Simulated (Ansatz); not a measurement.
Total energies of `C=CCCCCCCCCCC=C` from Ansatz at PBE0-D4/def2-SVP, gas phase (1 Eh = 27.2114 eV = 2625.5 kJ/mol). The reference geometry is relaxed at r2SCAN-D4/def2-SVP.

```json
{"state": "charge 0 singlet", "geometry": "reference", "energy (Eh)": "-508.83527"}
{"state": "charge 1 doublet", "geometry": "reference", "energy (Eh)": "-508.51709"}
{"state": "charge 1 doublet", "geometry": "relaxed at r2SCAN-D4/def2-SVP", "energy (Eh)": "-508.52068"}
{"state": "charge -1 doublet", "geometry": "reference", "energy (Eh)": "-508.76746"}
{"state": "free C atom (triplet)", "geometry": "–", "energy (Eh)": "-37.76066"}
{"state": "free H atom (doublet)", "geometry": "–", "energy (Eh)": "-0.50029"}
```

Problem. Work out the vertical ionisation energy to the doublet.

Solution. E(charge 1 doublet) − E(charge 0 singlet) = -508.51709 − (-508.83527) = 0.31818 Eh = 8.66 eV. For comparison, −ε of the highest occupied level is 7.21 eV at this level, 1.45 eV less.

Problem. Work out the vertical electron affinity, to the doublet.

Solution. E(charge 0 singlet) − E(charge -1 doublet) = -508.83527 − (-508.76746) = -0.06781 Eh = -1.85 eV; negative, so the extra electron isn't bound. The basis lacks diffuse functions, which makes affinities too small.

Problem. Give the fundamental gap IE − EA, the Mulliken electronegativity (IE + EA)/2 and the hardness (IE − EA)/2.

Solution. From the values in Eh: IE − EA = 0.31818 − (-0.06781) = 0.38599 Eh = 10.50 eV; (IE + EA)/2 = 3.41 eV; (IE − EA)/2 = 5.25 eV. The HOMO–LUMO gap of the same run is 7.74 eV, 2.76 eV smaller than the fundamental gap.

Problem. How much does the charge 1 doublet relax, and what is the adiabatic ionisation energy?

Solution. Relaxation: -508.51709 − (-508.52068) = 0.00359 Eh = 0.10 eV. Adiabatic ionisation energy: 0.31459 Eh = 8.56 eV, without zero-point energy. 

Problem. What is the binding energy per atom against free atoms?

Solution. Atoms: 13 × (-37.76066) + 24 × (-0.50029) = -502.89554 Eh. Binding: -502.89554 − (-508.83527) = 5.93973 Eh = 161.63 eV, or 4.37 eV for each of 37 atoms (no zero-point energy, no counterpoise term).

At PBE0-D4/def2-SVP the highest occupied level of the charge -1 doublet lies above zero (up to 3.18 eV). By energy differences it is unbound by 1.85 eV (vertical, to the charge 0 singlet, at PBE0-D4/def2-SVP) and held by the finite basis.
